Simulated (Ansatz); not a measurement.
A run for Ansatz (a quantum-chemistry and plane-wave program): R-B3LYP-D3(BJ)/def2-TZVP on F2Ge (SMILES [F][Ge][F]).

Ansatz 0.2 input:
```yaml
crystal:
  periodic: [false, false, false]
  atoms:
    - {symbol: Ge, position_ang: [0.06452460, -0.03162509, 0.80461724]}
    - {symbol: F, position_ang: [0.61118816, 1.15280658, -0.41803293]}
    - {symbol: F, position_ang: [-0.69239713, -1.09749570, -0.42174413]}
basis:
  gaussian:
    orbitals: def2-TZVP
hamiltonian:
  xc: b3lyp
  dispersion: d3bj
relax: {f_tol: 0.003, max_steps: 120}
```

**Question.** Predict the final total energy.

**Answer.** -2276.9132 hartree.

**Question.** How many basis functions does it have, and what does it roughly cost on one machine?

**Answer.** 110 functions; about 14 core-seconds (a rough figure).
